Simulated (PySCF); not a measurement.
# A survey of ²⁹Si NMR shifts

All values are calculated (PySCF 2.14.0 with density-fitted response routines): shieldings: GIAO PBE0/pcSseg-1, coordinates at the GFN2-xTB level. A single conformation, non-relativistic, one averaged value for each set of equivalent atoms, no solvent model.

Shieldings were converted by a linear fit to measured shifts: ²⁹Si: δ = 279.94 − 0.822σ (rms 8.9 ppm, 72 shifts, 25.8 ppm with the 6 outliers that the fit left out vs TMS, solution or neat liquid). A few per cent of atoms miss by over 2 rms, more outside the fitted compound classes.

(1) Give the ²⁹Si shifts of `C[Si](C)(C)O[Si@H](N)C#N`, `C[C@@H]1[SiH2][C@@H](F)[Si@@H]1C#N`, `C[SiH2]N[Si](N)(S)S`, `N#C[C@@H](F)/C([SiH3])=C/[SiH3]`, `C#C/C=C/N([SiH3])[SiH2]F`.

(2) Order these by ²⁹Si shift, lowest first.
A. C=C[SiH]1CCP(C)CC1
B. CC(=O)c1pcpc([SiH3])c1F
C. N#C/C(=C\F)C([SiH3])[SiH3]

## Answers

(1) 
```csv
compound,environment,δ (ppm)
[CH3:1][Si:2]([CH3:3])([CH3:4])[O:5][Si@H:6]([NH2:7])[C:8]#[N:9],"Si2: silicon bonded to 3 C, O",6.5
[CH3:1][Si:2]([CH3:3])([CH3:4])[O:5][Si@H:6]([NH2:7])[C:8]#[N:9],"Si6: silicon bonded to C, N, O, H",-58.4
[CH3:1][C@@H:2]1[SiH2:3][C@@H:4]([F:5])[Si@@H:6]1[C:7]#[N:8],"Si3: silicon bonded to 2 C, 2 H, in a 4-membered ring",-25.1
[CH3:1][C@@H:2]1[SiH2:3][C@@H:4]([F:5])[Si@@H:6]1[C:7]#[N:8],"Si6: silicon bonded to 3 C, H, in a 4-membered ring",-34.0
[CH3:1][SiH2:2][NH:3][Si:4]([NH2:5])([SH:6])[SH:7],"Si4: silicon bonded to 2 N, 2 S",-8.7
[CH3:1][SiH2:2][NH:3][Si:4]([NH2:5])([SH:6])[SH:7],"Si2: silicon bonded to C, N, 2 H",-37.4
[N:1]#[C:2][C@@H:3]([F:4])/[C:5]([SiH3:6])=[CH:7]/[SiH3:8],"Si8: silicon bonded to C, 3 H",-75.3
[N:1]#[C:2][C@@H:3]([F:4])/[C:5]([SiH3:6])=[CH:7]/[SiH3:8],"Si6: silicon bonded to C, 3 H",-77.2
[CH:1]#[C:2]/[CH:3]=[CH:4]/[N:5]([SiH3:6])[SiH2:7][F:8],"Si7: silicon bonded to F, N, 2 H",-20.7
[CH:1]#[C:2]/[CH:3]=[CH:4]/[N:5]([SiH3:6])[SiH2:7][F:8],"Si6: silicon bonded to N, 3 H",-61.0
```

(2) B (-67.9 ppm, silicon bonded to C, 3 H), C (-58.6 ppm, silicon bonded to C, 3 H), A (-31.1 ppm, silicon bonded to 3 C, H, in a 6-membered ring).
